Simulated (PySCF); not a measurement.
Species: C2H8OSi2.
Atom-mapped SMILES: `[OH:1][SiH2:2]/[CH:3]=[CH:4]/[SiH3:5]` (hydrogens: H6 on O1; H7, H8 on Si2; H9 on C3; H10 on C4; H11, H12, H13 on Si5)

Vertical excitations from PySCF (density fitting, frozen core in the response, grid level 2 and gas phase unless stated; continuum runs use non-equilibrium linear response for the excitations) on a GFN2-xTB geometry. Reference run:

```json
{"settings": "revPBE/aug-cc-pVDZ, IEF-PCM chloroform, TDA, 12 singlets", "S1, eV (f)": "5.38 (0.038)", "S2, eV (f)": "5.46 (0.011)", "S3, eV (f)": "5.89 (0.020)", "S4, eV (f)": "6.12 (0.019)", "S5, eV (f)": "6.22 (0.001)", "S6, eV (f)": "6.38 (0.312)", "T1, eV (Tamm–Dancoff)": "4.13", "mean α (au)": "109.2"}
```

Task: What do these settings give: BLYP/def2-SVPD, IEF-PCM dimethylsulfoxide, full TDDFT, 1 singlet?

Result: 
```json
{"settings": "BLYP/def2-SVPD, IEF-PCM dimethylsulfoxide, full TDDFT, 1 singlet", "S1, eV (f)": "5.39 (0.016)", "S2, eV (f)": "–", "S3, eV (f)": "–", "S4, eV (f)": "–", "S5, eV (f)": "–", "S6, eV (f)": "–", "T1, eV (Tamm–Dancoff)": "4.19", "mean α (au)": "117.1"}
```

S1 moves by +0.01 eV; functional, basis, environment and response scheme change together, so the shift can't be laid on one. States are counted by energy in each run and needn't keep their character from row to row.

Task: Which orbital pairs make up S1 in each run, and how does it sit against the orbital gap?

Result: 
```tsv
settings	S1 configurations (weight)	S1 (eV)	orbital gap (eV)	S1 − gap (eV)
revPBE/aug-cc-pVDZ, IEF-PCM chloroform, TDA, 12 singlets	H→L 0.35, H−1→L 0.33, H−2→L 0.31	5.38	4.96	+0.42
BLYP/def2-SVPD, IEF-PCM dimethylsulfoxide, full TDDFT, 1 singlet	H−1→L 0.84, H→L 0.11	5.39	4.96	+0.43
```

Geometry: GFN2-xTB, one conformer.

Shape of the structure used: `[OH:1][SiH2:2]/[CH:3]=[CH:4]/[SiH3:5]`: O1–Si2–C3–C4 163°, H–O1–Si2–C3 179°.
